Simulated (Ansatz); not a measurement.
Born–Oppenheimer molecular dynamics of Cl2H2O2Sn (7 atoms, charge 0, multiplicity 1). It starts from a relaxed structure.

Method: Ansatz, RHF/def2-SVP.

| Property | Result |
| --- | --- |
| ensemble | NVT, Langevin thermostat |
| time step | 0.25 fs |
| steps asked | 150 |
| set temperature | 300 K |
| friction | 0.5 /fs |
| seed | 289758 |

Frames 0.5 fs apart, positions in Å.

Velocities at 2.5 fs (Å/ps):

```
Sn 0.58 -2.26 1.63
O 9.45 -2.15 1.51
H 8.95 6.61 -4.68
Cl -0.11 3.72 -0.66
O -1.65 8.85 -2.22
H -29.60 -7.97 -3.31
Cl 2.25 0.03 -5.24
```

```xyz
7
Properties=species:S:1:pos:R:3 time_fs=2.5 energy_less_start_eV=0.042 T=380
Sn -0.143 -0.185 0.032
O -0.078 -0.374 1.942
H -0.645 0.198 2.452
Cl 1.995 0.140 -0.805
O -1.252 1.378 -0.317
H -1.475 1.588 -1.177
Cl -1.045 -2.070 -0.969
7
Properties=species:S:1:pos:R:3 time_fs=3.0 energy_less_start_eV=0.045 T=181
Sn -0.143 -0.186 0.033
O -0.074 -0.376 1.942
H -0.642 0.197 2.445
Cl 1.995 0.142 -0.806
O -1.252 1.381 -0.318
H -1.489 1.585 -1.175
Cl -1.043 -2.069 -0.970
7
Properties=species:S:1:pos:R:3 time_fs=3.5 energy_less_start_eV=0.049 T=238
Sn -0.142 -0.186 0.034
O -0.071 -0.377 1.942
H -0.643 0.195 2.443
Cl 1.996 0.143 -0.807
O -1.252 1.383 -0.318
H -1.502 1.585 -1.170
Cl -1.041 -2.069 -0.971
7
Properties=species:S:1:pos:R:3 time_fs=4.0 energy_less_start_eV=0.036 T=195
Sn -0.142 -0.186 0.034
O -0.069 -0.379 1.944
H -0.646 0.195 2.439
Cl 1.996 0.146 -0.808
O -1.250 1.384 -0.317
H -1.513 1.592 -1.172
Cl -1.040 -2.067 -0.971
7
Properties=species:S:1:pos:R:3 time_fs=4.5 energy_less_start_eV=0.020 T=178
Sn -0.142 -0.186 0.035
O -0.068 -0.380 1.944
H -0.651 0.191 2.438
Cl 1.996 0.147 -0.809
O -1.248 1.385 -0.317
H -1.522 1.598 -1.179
Cl -1.040 -2.066 -0.972
7
Properties=species:S:1:pos:R:3 time_fs=5.0 energy_less_start_eV=0.012 T=276
Sn -0.142 -0.186 0.035
O -0.068 -0.380 1.942
H -0.649 0.185 2.439
Cl 1.994 0.149 -0.811
O -1.246 1.384 -0.317
H -1.532 1.605 -1.185
Cl -1.040 -2.063 -0.972
7
Properties=species:S:1:pos:R:3 time_fs=5.5 energy_less_start_eV=0.013 T=246
Sn -0.143 -0.186 0.036
O -0.069 -0.381 1.939
H -0.646 0.182 2.435
Cl 1.994 0.151 -0.812
O -1.244 1.385 -0.316
H -1.537 1.612 -1.190
Cl -1.040 -2.061 -0.973
7
Properties=species:S:1:pos:R:3 time_fs=6.0 energy_less_start_eV=0.016 T=185
Sn -0.143 -0.187 0.037
O -0.068 -0.382 1.938
H -0.642 0.181 2.430
Cl 1.993 0.152 -0.813
O -1.245 1.387 -0.315
H -1.531 1.608 -1.191
Cl -1.039 -2.059 -0.973
7
Properties=species:S:1:pos:R:3 time_fs=6.5 energy_less_start_eV=0.017 T=190
Sn -0.143 -0.187 0.038
O -0.069 -0.382 1.937
H -0.641 0.183 2.428
Cl 1.991 0.153 -0.814
O -1.245 1.389 -0.315
H -1.526 1.595 -1.190
Cl -1.039 -2.058 -0.975
7
Properties=species:S:1:pos:R:3 time_fs=7.0 energy_less_start_eV=0.020 T=228
Sn -0.144 -0.188 0.039
O -0.069 -0.383 1.938
H -0.639 0.191 2.424
Cl 1.989 0.152 -0.814
O -1.245 1.393 -0.314
H -1.524 1.581 -1.190
Cl -1.040 -2.057 -0.975
7
Properties=species:S:1:pos:R:3 time_fs=7.5 energy_less_start_eV=0.021 T=318
Sn -0.143 -0.188 0.039
O -0.070 -0.386 1.940
H -0.636 0.201 2.428
Cl 1.988 0.152 -0.814
O -1.246 1.396 -0.314
H -1.524 1.566 -1.193
Cl -1.040 -2.055 -0.976
7
Properties=species:S:1:pos:R:3 time_fs=8.0 energy_less_start_eV=0.024 T=199
Sn -0.143 -0.188 0.039
O -0.073 -0.389 1.942
H -0.639 0.210 2.430
Cl 1.987 0.151 -0.815
O -1.246 1.398 -0.314
H -1.526 1.560 -1.197
Cl -1.040 -2.054 -0.976
```

Of the whole run (38 fs, mean temperature of the second half 282 K): A run of 0.037 ps of so small a system gives no equilibrium averages. The friction is so strong that the motion is overdamped, so the time scale means little.

Run time: 7.2 min on 1 thread of Arm Neoverse V2, with other jobs on the host, peak memory 0.22 GiB.
